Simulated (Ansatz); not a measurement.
Reading a saddle point

A first-order saddle point of BH₄BrO₃, closed shell, PBE0-D4/def2-TZVP, with one imaginary mode of 281i cm⁻¹:

B1  (-0.295, 0.248, -0.047)
Br2  (0.874, -1.724, -1.154)
O3  (-0.227, 1.190, -1.014)
O4  (-1.437, -0.111, 0.584)
H5  (1.329, -0.675, 0.420)
O6  (0.877, 0.120, 0.938)
H7  (0.560, 1.133, -1.562)
H8  (-2.223, 0.039, 0.053)
H9  (0.541, -0.220, 1.781)
(Å)

Ansatz 0.2.0; basis: def2-TZVPP and def2-QZVPP; cores frozen in the correlated methods. Filled d shells of the heavier atoms are correlated. The def2 sets are not built for correlating such inner shells, so the correlated values are less sure here. Extrapolation: Hartree–Fock as exp(−7.88 √X), correlation as X^−2.97.

Question: Which contacts change along the imaginary mode, and what lies on either side? (Judge from chemistry; the calculation decides.)

Answer: The calculation gives: The step is BH₂BrO₂ ([OH][B]([OH])[Br]) + H₂O → BH₃O₃ ([OH][B]([OH])[OH]) + HBr, with the molecules in contact on both sides. Shortening one way: B1–O6, Br2–H5; lengthening the same way: B1–Br2, H5–O6.
```tsv
pair	one side (Å)	saddle (Å)	other side (Å)
B1–O6	3.81	1.54	1.38
Br2–H5	3.44	1.95	1.45
B1–Br2	1.93	2.55	3.86
H5–O6	0.96	1.05	1.84
```

Question: Which side is lower, and how far does the saddle lie above each? (To be estimated.)

Answer: By the calculation: The side with B1–O6, Br2–H5 short is lower by 51.7 kJ/mol; the saddle lies 104.5 kJ/mol above it and 52.8 kJ/mol above the other (CCSD(T) at an estimated basis limit (MP2 extrapolated from triple and quadruple zeta, plus CCSD(T) − MP2 in triple zeta); electronic energies).

The T1 diagnostic stays at or below 0.011.

The step is the kind of ligand exchange by which a precursor binds to a hydroxyl group, or is hydrolysed, in atomic layer deposition of oxides.

Labels in which every atom is bracketed show which atoms are joined, not bond orders.

For scale, one of the runs: CCSD(T)/def2-TZVPP, 228 basis functions, launched by `ansatz run in.yaml --threads 8 --pin off --events-out ev --progress --plain --max-ram 19148MiB`. Hardware: 8 CPU threads of an Arm Neoverse V2, shared host. Wall time 89 s; peak host memory 4.4 GiB.
